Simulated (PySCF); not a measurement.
Telling isomers of C$_{6}$H$_{6}$FN apart by NMR

PySCF 2.14.0 with density-fitted response routines calculation with structure optimised with GFN2-xTB and σ from GIAO-PBE0/pcSseg-1; one averaged value for each set of equivalent atoms, one computed conformer, no relativistic terms, in vacuum.

Shifts are taken against calculated references (same method and geometry level): 1H (σref 31.72) and 13C (σref 186.93) vs TMS. Splittings of carbon signals by F and P are missing where no couplings were computed. Where no couplings were computed, multiplicities follow the n + 1 count of equivalent neighbours, and m marks all less simple cases (inequivalent or close neighbours, rings, F or P nearby). Shifts are as computed. Against solution values, carbons near 30 ppm lie about +3 ppm off and those near 130 ppm about +5 ppm. Of 1211 compounds with measured shifts, 218 miss one by over three times the rms of a fit or turn the order of signals round; such compounds aren't used in these exercises. OH and NH positions are gas-phase values without hydrogen bonding to other molecules.

(1) Tabulate the signals of `Nc1ccc(F)cc1`, `CC#C/C=N\C=C/F` and their relative energies.

(2) What is the quickest way to tell Nc1ccc(F)cc1 from CC#C/C=N\C=C/F?

## Answers

(1) 
```tsv
SMILES	carbon types	δC	δH	E rel. (kcal/mol)
Nc1ccc(F)cc1	2×C 4×CH	164.4, 148.1, 122.2, 116.9	7.15 (m, 2H), 6.64 (m, 2H), 3.30 (br s, 2H)	0.0
CC#C/C=N\C=C/F	2×C 3×CH 1×CH3	147.6, 141.9, 128.2, 109.1, 82.1, 5.8	7.54 (s, 1H), 6.72 (m, 1H), 6.32 (m, 1H), 2.25 (s, 3H)	77.3
```

Energies are electronic energies at PBE0/pcSseg-1 on these geometries, without zero-point or thermal terms, each for the one conformer computed, which needn't be the lowest.

(2) Count the carbon signals: 4 against 6. The first has an aromatic carbon bearing fluorine (C) at 164.4 ppm, the second an alkyne carbon (C) at 82.1 ppm. Their most deshielded carbons lie at 164.4 and 147.6 ppm.
